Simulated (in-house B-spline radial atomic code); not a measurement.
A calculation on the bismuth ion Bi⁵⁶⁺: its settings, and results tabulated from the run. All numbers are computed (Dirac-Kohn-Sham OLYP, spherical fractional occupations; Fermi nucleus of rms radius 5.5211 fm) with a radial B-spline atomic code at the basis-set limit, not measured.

Command:
```bash
python run_scf.py task.json out
```
Settings (nuclear radius in fm, mass in u):
```
Z                83
configuration    [Ar] 3d9
hamiltonian      dirac
method           optx,lyp
spin_polarised   False
nucleus          fermi
rms_radius       5.5211
atomic_mass      208.9804
speed_of_light   137.035999084
```

Output (hartree, bohr):
```
 radial grid: 54 intervals, B-splines of order 8, outer radius 1.2169 bohr

 iter        energy (Eh)    residual
    1      -18861.436610    8.11e+00
    2      -18948.392328    1.26e+00
    3      -18950.316763    5.29e-01
    4      -18950.659999    2.21e-01
    5      -18950.731498    3.61e-02
    6      -18950.733455    9.83e-05
    7      -18950.733455    1.88e-06
    8      -18950.733455    2.58e-08

 total energy                    -18950.73345
 kinetic                           22471.8084
 electron-nucleus                 -44181.5250
 Hartree                            3033.5397
 exchange-correlation               -274.5566

 first-order corrections (not in the total)
   Gaunt                            26.7621
   retardation                      -2.7202
   frequency dependence             -0.5742
   self-energy                      21.8350
   Uehling                          -4.7208
   Wichmann-Kroll                    0.2208
   recoil                            0.0317

 orbital      occ     eigenvalue          <r>       <r^2>       <1/r>     <1/r^2>       r_max    small
 1s1/2      2.000     -3449.3461    0.0157961 0.000346397     103.172     27134.3    0.009661  1.00e-01
 2s1/2      2.000      -719.5688    0.0655945    0.005157     25.6543     3993.85     0.05634  2.34e-02
 2p1/2      2.000      -697.2313    0.0537079  0.00361684     25.6055     1262.44     0.04111  2.35e-02
 2p3/2      4.000      -611.4325    0.0626696  0.00477906     20.3093     564.349      0.0489  2.06e-02
 3s1/2      2.000      -258.7204     0.166688   0.0318607     9.66898     970.047      0.1566  8.30e-03
 3p1/2      2.000      -248.9936     0.156931   0.0287146     9.58065     314.609      0.1455  8.23e-03
 3p3/2      4.000      -228.5698     0.171781   0.0341783     8.19504     143.934      0.1604  7.45e-03
 3d3/2      3.600      -213.2860     0.148278   0.0256052     8.07198     81.3156      0.1237  7.28e-03
 3d5/2      5.400      -208.8430     0.152783   0.0270549      7.7655     73.8489      0.1277  7.08e-03
```

Run time, properties included: 0.64 s on 1 thread of Arm Neoverse V1, with other jobs on the host.

For the Dirac Hamiltonian the kinetic term is c α·p + (β - 1)c².
